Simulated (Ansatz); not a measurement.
Start from `C[NH][Ti]([F])([F])[Cl]` and change one atom or group to get `[NH2][Ti]([F])([F])[Cl]`.

Ansatz, PBE0-D4/def2-TZVP geometries, multiplicity 1. Each molecule was computed in one conformer, which needn't be the lowest.

Scalar relativity is left out up to krypton.

```
                                                                                  property  `C[NH][Ti]([F])([F])[Cl]`
                                                        HOMO energy (PBE0/def2-TZVPP) / eV                      -7.95
                                                     HOMO–LUMO gap (B3LYP/def2-TZVPP) / eV                       4.96
                                                     HOMO energy (ωB97M-V/def2-TZVPP) / eV                     -10.21
ideal-gas entropy at 298 K and 1 bar (rigid rotor, harmonic PBE0-D4/def2-TZVP) / J/(mol·K)                        394
                                                         HOMO energy (PBE/def2-TZVPP) / eV                      -6.59
                                                         LUMO energy (PBE/def2-TZVPP) / eV                      -3.48
```

(1) What does the change do to each property? (Best estimate.)

## Answers

(1) Ansatz gave: 
```tsv
property	`[NH2][Ti]([F])([F])[Cl]`	shift
HOMO energy (PBE0/def2-TZVPP) / eV	-8.55	-0.60
HOMO–LUMO gap (B3LYP/def2-TZVPP) / eV	5.33	0.37
HOMO energy (ωB97M-V/def2-TZVPP) / eV	-10.82	-0.61
ideal-gas entropy at 298 K and 1 bar (rigid rotor, harmonic PBE0-D4/def2-TZVP) / J/(mol·K)	357	-37
HOMO energy (PBE/def2-TZVPP) / eV	-7.12	-0.53
LUMO energy (PBE/def2-TZVPP) / eV	-3.66	-0.18
```

With PBE0 the HOMO falls by 0.60 eV and the LUMO falls by 0.20 eV, so the gap widens by about 0.40 eV. PBE moves the HOMO by -0.53 eV and ωB97M-V by -0.61 eV. The zero-point energy changes by -75.9 kJ/mol with -9 modes. Modes under 60 cm⁻¹, often nearly free rotors, make the harmonic entropy too high.

B3LYP here is the variant with VWN-RPA as its local correlation; programs differ in this.
